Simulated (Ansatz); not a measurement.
Mulliken charges of GeH6NOSb (`[NH2][GeH]([OH])[SbH2]`) from r2SCAN/def2-TZVPP in Ansatz (PBE0-D4/def2-TZVP geometry).

```json
{"atom": "N1", "x (Å)": "-1.395", "y (Å)": "-0.047", "z (Å)": "-0.977", "charge (e)": "-0.397"}
{"atom": "Ge2", "x (Å)": "0.249", "y (Å)": "-0.561", "z (Å)": "-0.375", "charge (e)": "0.493"}
{"atom": "O3", "x (Å)": "-0.118", "y (Å)": "-2.055", "z (Å)": "0.527", "charge (e)": "-0.426"}
{"atom": "Sb4", "x (Å)": "1.529", "y (Å)": "1.051", "z (Å)": "1.288", "charge (e)": "0.079"}
{"atom": "H5", "x (Å)": "-2.012", "y (Å)": "0.320", "z (Å)": "-0.266", "charge (e)": "0.147"}
{"atom": "H6", "x (Å)": "-1.368", "y (Å)": "0.597", "z (Å)": "-1.756", "charge (e)": "0.140"}
{"atom": "H7", "x (Å)": "1.106", "y (Å)": "-0.859", "z (Å)": "-1.628", "charge (e)": "-0.043"}
{"atom": "H8", "x (Å)": "0.603", "y (Å)": "-2.326", "z (Å)": "1.100", "charge (e)": "0.183"}
{"atom": "H9", "x (Å)": "0.034", "y (Å)": "1.529", "z (Å)": "1.964", "charge (e)": "-0.088"}
{"atom": "H10", "x (Å)": "1.455", "y (Å)": "2.301", "z (Å)": "0.126", "charge (e)": "-0.086"}
```

**Question.** By hand: the dipole of these point charges (1 e Å = 4.8032 D).

**Answer.** Σ q r = (0.295, 0.110, -0.117) e Å, of length 0.336 e Å = 1.61 D.

**Question.** How does the dipole of the full density compare? (Best estimate.)

**Answer.** Computed: (0.192, 0.294, 0.035) e Å, 1.69 D; the point charges give 0.95 times that, at 44° from its direction.

Point charges leave out the atoms' own dipoles, such as those of lone pairs, and Mulliken's split depends on the basis, so the two needn't agree.
